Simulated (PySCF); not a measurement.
Cl₄H₂Si₂, SMILES Cl[SiH2][Si](Cl)(Cl)Cl.

Geometry: ωB97X-D3(BJ)/def2-SVP. The values are those of a single conformer.

Two levels are set side by side: PBE/def2-TZVP (PySCF) and HF/def2-TZVP (PySCF). Same geometry, gas phase. Differences are taken from unrounded values.

```json
[
 {"quantity": "orbital gap (eV)", "HF": "13.64", "PBE": "5.27", "PBE minus HF": "-8.37"},
 {"quantity": "highest occupied level (eV)", "HF": "-11.38", "PBE": "-7.28", "PBE minus HF": "4.09"},
 {"quantity": "lowest empty level (eV)", "HF": "2.26", "PBE": "-2.01", "PBE minus HF": "-4.27"},
 {"quantity": "dipole moment (D)", "HF": "1.54", "PBE": "1.21", "PBE minus HF": "-0.33"},
 {"quantity": "mean polarisability (bohr³)", "HF": "89.2", "PBE": "100.5", "PBE minus HF": "11.4"}
]
```

Without exact exchange PBE keeps part of each electron's self-repulsion, which lifts occupied levels and narrows the gap. PBE's more diffuse valence density responds more strongly to a field. Differences between two approximate levels are no errors against the true value.

Rough cost on one machine, each run with all the roots and properties that it gave: HF against PBE about 1/2.
